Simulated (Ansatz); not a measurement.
Consider the redistribution: `Cl[Si](Cl)(Cl)I` + `[Ag][I]` → `Cl[Si](Cl)(I)I` + `[Cl][Ag]`.

Calculated with Ansatz (gas phase, PBE0-D4/def2-TZVP geometries, no zero-point term in ΔE). CBS: MP2 limit from def2 TZ/QZ plus the TZ coupled-cluster correction, frozen cores. Functionals use def2-TZVPP. B3LYP here is the variant with VWN-RPA as its local correlation; programs differ in this. def2 core potentials past Kr. For Ag, I outer-core shells are correlated without core-valence functions, which leaves a few kJ/mol of doubt a bond.

```json
{"level": "revPBE-D4", "ΔE (kJ/mol)": "70.0", "difference from CCSD(T)/CBS": "-6.0"}
{"level": "r2SCAN-D4", "ΔE (kJ/mol)": "77.5", "difference from CCSD(T)/CBS": "1.5"}
{"level": "B97M-V", "ΔE (kJ/mol)": "77.1", "difference from CCSD(T)/CBS": "1.1"}
{"level": "r2SCANh-D4", "ΔE (kJ/mol)": "78.5", "difference from CCSD(T)/CBS": "2.5"}
{"level": "BHLYP-D4", "ΔE (kJ/mol)": "78.3", "difference from CCSD(T)/CBS": "2.3"}
{"level": "ωB97X-V", "ΔE (kJ/mol)": "75.6", "difference from CCSD(T)/CBS": "-0.4"}
{"level": "PBE-QIDH", "ΔE (kJ/mol)": "78.5", "difference from CCSD(T)/CBS": "2.5"}
{"level": "revPBE", "ΔE (kJ/mol)": "72.2", "difference from CCSD(T)/CBS": "-3.8"}
{"level": "PBE0", "ΔE (kJ/mol)": "77.6", "difference from CCSD(T)/CBS": "1.6"}
{"level": "B3LYP", "ΔE (kJ/mol)": "79.0", "difference from CCSD(T)/CBS": "3.0"}
{"level": "r2SCANh", "ΔE (kJ/mol)": "79.1", "difference from CCSD(T)/CBS": "3.1"}
{"level": "MP2/def2-SVP", "ΔE (kJ/mol)": "89.1", "difference from CCSD(T)/CBS": "13.1"}
{"level": "SCS-MP2/def2-TZVPP", "ΔE (kJ/mol)": "75.1", "difference from CCSD(T)/CBS": "-0.9"}
{"level": "CCSD(T)/def2-TZVPP", "ΔE (kJ/mol)": "76.5", "difference from CCSD(T)/CBS": "0.5"}
{"level": "HF/CBS(def2)", "ΔE (kJ/mol)": "85.2", "difference from CCSD(T)/CBS": "9.2"}
{"level": "MP2/CBS(def2)", "ΔE (kJ/mol)": "75.0", "difference from CCSD(T)/CBS": "-1.0"}
{"level": "CCSD(T)/CBS", "ΔE (kJ/mol)": "76.0", "difference from CCSD(T)/CBS": "0"}
```

Largest T1 diagnostic among the species: 0.018.

From PBE to PBE0 (25 % exact exchange), in def2-TZVPP and without D4, ΔE moves by +4.0 kJ/mol. Leaving LDA and LC-ωPBE aside and taking each functional with its dispersion term where it has one, the values, not all of them listed here, spread over 10.0 kJ/mol, from revPBE-D4 to r2SCAN0-D4. LDA lies +4.3 kJ/mol from PBE without D4.
